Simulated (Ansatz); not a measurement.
Relaxation of CH$_{5}$AlBNO (10 atoms, charge 0, multiplicity 1), to a largest force component of 0.02 eV/Å in at most 40 steps.

Computed with Ansatz, UKS B3LYP-D4/STO-3G.

```xyz
10
Properties=species:S:1:pos:R:3:forces:R:3
B -1.192 0.176 -0.542 -0.94 5.52 -0.94
C -0.433 -0.858 0.328 -0.45 -2.03 -1.66
N 0.675 -0.190 0.957 3.91 4.21 -0.18
Al 0.995 1.317 -0.163 -1.49 -3.63 -1.68
O -0.472 1.214 -1.322 0.49 -2.45 4.05
H -2.305 0.550 -0.145 0.76 -1.11 -1.37
H -0.060 -1.680 -0.330 -0.39 -0.24 0.31
H -1.058 -1.258 1.103 -1.12 -1.08 0.62
H 1.560 -0.777 0.908 -0.40 -0.06 0.30
H 2.372 1.455 -0.791 -0.36 0.87 0.55
```

**Question.** Where does it end, and by what steps?

**Answer.** It converged. Limits of this set-up: minimal basis. After 8 steps the energy has fallen by 2.731 eV; H6 moved furthest, 0.66 Å.

| step | energy less start (eV) | largest force component (eV/Å) | accepted |
| --- | --- | --- | --- |
| 0 | 0.0000 | 5.521 | yes |
| 1 | -1.6093 | 2.989 | yes |
| 2 | -2.2464 | 0.762 | yes |
| 3 | -2.5428 | 1.019 | yes |
| 4 | -2.6626 | 0.506 | yes |
| 5 | -2.7260 | 0.273 | yes |
| 6 | -2.7311 | 0.066 | yes |
| 7 | -2.7312 | 0.065 | yes |
| 8 | -2.7314 | 0.011 | yes |

```xyz
10
Properties=species:S:1:pos:R:3
B -1.217 0.309 -0.484
C -0.457 -0.833 0.381
N 0.974 -0.397 0.467
Al 1.174 1.093 -0.371
O -0.472 1.339 -0.916
H -2.367 0.244 -0.723
H -0.555 -1.829 -0.104
H -0.917 -0.942 1.387
H 1.598 -1.035 0.999
H 2.323 2.001 -0.634
```

Run time: 12 s on 1 thread of AMD EPYC 9R45 96-Core Processor (Zen 5), with other jobs on the host, peak memory 0.21 GiB.
